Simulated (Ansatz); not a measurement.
F2H3Si2, SMILES `F[Si](F)[SiH3]` radical. Total charge 0; spin multiplicity 2. All single points use the PBE0-D4/def2-TZVP geometry.

```xyz
7

F     2.292   -0.326   -0.603
Si    1.225   -0.438    0.585
F     1.010   -2.006    0.824
Si   -0.822    0.532   -0.113
H    -1.353   -0.109   -1.345
H    -0.566    1.974   -0.354
H    -1.787    0.373    1.005
```

(1) What is the dipole moment at ωB97M-V/def2-TZVPP? (An estimate is asked.)

(2) And with PBE, r2SCAN, B3LYP? (An estimate is asked.)

(3) Give the Mulliken charges with ωB97M-V, PBE, r2SCAN in def2-TZVPP. (Best estimate.)

Results:

(1) Ansatz gave: 1.70 D, with components (-1.12, 1.21, 0.41) D in this frame, pointing from negative to positive charge.

(2) The calculation gave: PBE 1.57 D, r2SCAN 1.60 D, B3LYP 1.73 D.

(3) Computed: 
```json
{"atom": "F1", "ωB97M-V": "-0.28", "PBE": "-0.25", "r2SCAN": "-0.30"}
{"atom": "Si2", "ωB97M-V": "0.55", "PBE": "0.51", "r2SCAN": "0.60"}
{"atom": "F3", "ωB97M-V": "-0.28", "PBE": "-0.25", "r2SCAN": "-0.30"}
{"atom": "Si4", "ωB97M-V": "0.03", "PBE": "0.07", "r2SCAN": "0.15"}
{"atom": "H5", "ωB97M-V": "0.00", "PBE": "-0.03", "r2SCAN": "-0.04"}
{"atom": "H6", "ωB97M-V": "-0.01", "PBE": "-0.03", "r2SCAN": "-0.05"}
{"atom": "H7", "ωB97M-V": "0.00", "PBE": "-0.03", "r2SCAN": "-0.05"}
```

B3LYP here is the variant with VWN-RPA as its local correlation; programs differ in this.
